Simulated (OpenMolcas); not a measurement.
Ag4+ among 6 point charges of -1.7 e arranged as an octahedron (Oh).

```yaml
Program: OpenMolcas
Method: CASSCF
Basis: ANO-RCC-VDZP [6s5p3d1f]
Scalar_Hamiltonian: DKH2, point nucleus
Active_space: 7 electrons in 5 orbitals (4d)
State_averaging: 2S+1 = 4 even, 10 roots; 2S+1 = 2 even, 40 roots
Spin-orbit_coupling: state interaction with AMFI integrals over the reference wave functions
```

All point charges move together. At R = 2.06 Å |10Dq| is 4183 cm-1, and at R = 2.16 Å it is 3350 cm-1.

Task: A third run gives 2439 cm-1. What distance was it run at?

Result: With a power law R^-n the two known points give n = -ln(3350 / 4183) / ln(2.16 / 2.06) = 4.68. Then R = 2.06 × (4183 / 2439)^(1/4.68) = 2.312 Å. The run was at 2.31 Å, so the estimate is off by +0.002 Å.

An orbital triplet at a regular site is open to Jahn-Teller coupling, which can distort the site and quench the lowest spin-orbit gaps and is left out. Without dynamic correlation the repulsion within the d shell is too large (B by tens of per cent), so at a given field states of lower spin stand too high. Point charges give a weaker field than real ligands, and real ions of this kind are as a rule low spin; the high spin found here belongs to the model. This field is weak: 10Dq is about 4183 cm-1, while octahedral complexes of 4d ions of charge 3 and more, computed by the same method with explicit ligands, had a median near 25000 cm-1. Ground spin and moment need not be those of a real site (figures for R = 2.06; the like holds for R = 2.16, R = 2.31). The ground term spreads over less than 5000 cm-1, several times less than with real ligands, so orbital moments are less quenched and χT lies further from the spin-only value than at real sites (holds for R = 2.31). This is an electrostatic model: the charges have no orbitals. No measured value stands beside these numbers.
